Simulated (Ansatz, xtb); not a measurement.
# C2H5AlBrCl: where a starting geometry ends

The starting geometry of this gas-phase singlet was built from a drawn formula by distance geometry and a force field; its bonds are those of `[CH3][Al]([Br])[CH2]Cl`.

```tsv
atom	x (Å)	y (Å)	z (Å)
C	-3.6817	0.2153	-0.3746
C	-0.3059	-0.5909	-0.4329
Al	-2.0864	-0.4282	-1.3646
Br	-2.2717	-1.0658	-3.6502
Cl	-0.4867	-1.7003	0.9483
H	-3.4465	1.2732	-0.0139
H	-4.5467	0.2341	-1.0751
H	-3.8662	-0.4034	0.4504
H	0.4102	-0.9851	-1.1138
H	-0.0142	0.4143	-0.0588
```

Predict what becomes of its bonds when it is optimised with r2SCAN-D4/def2-SVP.

A new bond forms, giving a structure with Cl5 bridging Al3 and C2, given below by its coordinates. Contacts that close: Al3–Cl5 (3.09 → 2.50 Å).

The energy falls by 0.42 eV over 21 steps:

```tsv
step	E − E(last) (eV)
1	0.422
3	0.113
5	0.074
8	0.010
10	0.006
12	0.003
14	0.002
17	0.001
19	0.000
21	0.000
```

Final geometry (Å):

```tsv
atom	x (Å)	y (Å)	z (Å)
C	-3.6202	0.2971	-0.3781
C	-0.2761	-0.4595	-0.4766
Al	-2.0594	-0.4099	-1.2862
Br	-2.1731	-1.0797	-3.4552
Cl	-0.9286	-2.1295	0.1283
H	-3.8800	1.3005	-0.7579
H	-4.5043	-0.3414	-0.5407
H	-3.4595	0.3837	0.7093
H	0.6221	-0.6946	-1.0625
H	-0.0168	0.0968	0.4342
```

From the same start GFN2-xTB reaches the same bonding as this run.

The end wasn't checked by frequencies. Run with Ansatz 0.2.0, 2.2 min on 2 threads of Intel(R) Xeon(R) Processor @ 2.50GHz (Skylake/Cascade Lake), on a shared host.
